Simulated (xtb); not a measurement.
C$_{5}$H$_{11}$O$_{3}$Si (SMILES C=[C][Si](OC)(OC)OC), doublet, geometry from GFN2-xTB. Base run: GFN2-xTB run with xtb.

xtb was given this input:
```
$ xtb mol.xyz --gfn 2 --uhf 1 --json

# file mol.xyz
20

C      0.25473358    -2.47061805    -1.61680251
C      0.43458151    -1.47576521    -0.81249238
Si     0.01275147     0.09278746     0.08135978
O      1.23086558     1.15890089    -0.01229605
C      2.52262048     1.02300604     0.50528301
O     -0.27218109    -0.21339121     1.64768540
C     -1.32254073    -0.95640572     2.19301956
O     -1.30300575     0.84818837    -0.51421680
C     -1.42236083     1.49488080    -1.74707950
H      0.99642972    -3.25171015    -1.75398004
H     -0.64169987    -2.61532883    -2.22087272
H      2.48925587     0.77650130     1.56758066
H      3.03822725     1.97398997     0.36594804
H      3.06434248     0.23438162    -0.02232683
H     -1.21813836    -2.01275110     1.93297092
H     -2.28425438    -0.59697246     1.82354500
H     -1.28174078    -0.84374650     3.27706891
H     -2.36318200     2.04684569    -1.74331578
H     -1.43325809     0.76496654    -2.56101375
H     -0.59213621     2.18462818    -1.90559112
```

Variants of this job, named by their change:

| change | ΔE vs base (kcal/mol) | dipole (D) | SCF cycles |
|---|---|---|---|
| base | 0.000 | 1.89 | 12 |
| etemp = 1000 | 0.000 | 1.89 | 12 |
| gbsa = acetonitrile | -6.91 | 2.29 | 13 |
| etemp = 5000 | -2.67 | 1.44 | 12 |
| etemp = 10000 | -25.05 | 0.31 | 12 |
| etemp = 3000 | -0.208 | 1.83 | 12 |
| file = coord | 0.000 | 1.89 | 12 |

ALPB and GBSA are two models with their own fitted parameters for each solvent, which aren't always the measured dielectric constant.
